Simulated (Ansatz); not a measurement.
The Ansatz (a quantum-chemistry and plane-wave program) input:
Ansatz 0.2 input:
```yaml
crystal:
  periodic: [false, false, false]
  atoms:
    - {symbol: C, position_ang: [0.00184574, 0.00147866, 0.33702587]}
    - {symbol: H, position_ang: [0.00789083, 0.00632154, 1.44084271]}
    - {symbol: F, position_ang: [0.02727377, 1.24268325, -0.13386700]}
    - {symbol: F, position_ang: [1.06198689, -0.64643979, -0.13124532]}
    - {symbol: F, position_ang: [-1.09136790, -0.59793163, -0.11966522]}
basis:
  gaussian:
    orbitals: STO-3G
magnetization: {spin_polarized: false}
correlation: {method: ccsd_t, electrons: outside_noble_gas}
accuracy: high
```

Problem. What is the computed number of basis functions (Ansatz with CCSD(T)/STO-3G)?

Solution. 21

Problem. Predict the coupled-cluster correlation energy (without the perturbative part) from CCSD(T)/STO-3G.

Solution. -0.1195 Eh

Problem. Predict the total energy from CCSD(T)/STO-3G.

Solution. -332.2159 Eh
